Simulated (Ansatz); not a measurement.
BGeH₃O₂ (`[OH][GeH]1[BH][O]1`). The species carries charge 0 and has multiplicity 1.

```xyz
7

O     0.932   -0.615   -1.442
Ge    0.686   -0.012    0.208
B    -1.158   -0.371    1.023
O    -1.267    0.649    0.256
H     1.212    0.068   -2.057
H     1.378    1.370    0.278
H    -1.782   -1.090    1.734
```

(1) What are the harmonic wavenumbers in cm⁻¹ at PBE0-D4/def2-TZVP (Ansatz, finite differences of forces, unscaled)? (Best estimate.)

(2) Is this a minimum?

(3) Give the ideal-gas thermochemistry at 298.15 K and 1 bar (rigid rotor, harmonic oscillator; point group C1, symmetry number 1).

(4) Rotational constants (cm⁻¹)?

Results:

(1) Computed: 168, 207, 228, 326, 510, 610, 703, 728, 754, 890, 941, 1517, 2100, 2701, 3884.

(2) Yes, all 15 modes are real.

(3) Zero-point energy 97.3 kJ/mol; H(298) − E = 114.7 kJ/mol; entropy 314.9 J/(mol·K), of which translation 168.4, rotation 105.2, vibration 41.3; G(298) − E = 20.8 kJ/mol.

(4) 0.3699, 0.1326, 0.1164.
